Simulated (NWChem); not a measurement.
Molecule: GeH2F2; SMILES [F][GeH2][F]

All runs: NWChem. All runs use the structure optimised with PBE0/def2-SVP. Ions are spin-unrestricted doublets at the neutral geometry; other ion states weren't tried.

**Question.** Estimate the computed values for B3LYP/def2-SVP. Quantities: vertical ionisation energy, ΔSCF (eV); −ε(HOMO) (eV).

**Answer.** 
```yaml
vertical ionisation energy, ΔSCF (eV): 12.49
"−ε(HOMO) (eV)": 9.65
```
